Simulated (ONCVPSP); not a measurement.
# As (Z = 33): excitation energies, all-electron against ONCV

arsenic, optimised norm-conserving Vanderbilt (ONCV), made with ONCVPSP 4.0.1 (PBEsol, scalar-relativistic). Core [Ne], reference 3s2 3p6 3d10 4s2 4p2 (charge +1). Waves: 3s+4s: rc 0.80 bohr, ncon 4, nbas 7, qcut 17.9 1/bohr, 2 projectors; 3p+4p: rc 0.90 bohr, ncon 3, nbas 7, qcut 16.5 1/bohr, 2 projectors; 3d: rc 1.20 bohr, ncon 4, nbas 9, qcut 15 1/bohr, 2 projectors, debl 1.5 Ha. Local part: polynomial inside 0.80 bohr (lpopt 2, dvloc0 -1 Ha). Core correction: none.

In the d channel the program set the typed energies aside and used -1.852, 0.250 Ha.

Energies are relative to the spin-unpolarised reference configuration 3s2 3p6 3d10 4s2 4p2; without spin polarisation the order of configurations can differ from experiment.

```
valence configuration  charge  ΔE all-electron (eV)  error AE − PS (meV)
 3s2 3p6 3d10 4s2 4p1      +2                17.942                 -2.5
 3s2 3p6 3d10 4s2 4p0      +3                45.665                 -7.1
 3s1 3p6 3d10 4s2 4p3      +1               191.717                 -221
```

Problem. What are ΔE and the potential's error for 3s2 3p6 3d10 4s2 4p3?

Solution. ΔE = -9.158 eV all-electron; the error (AE − PS) is +1.2 meV.
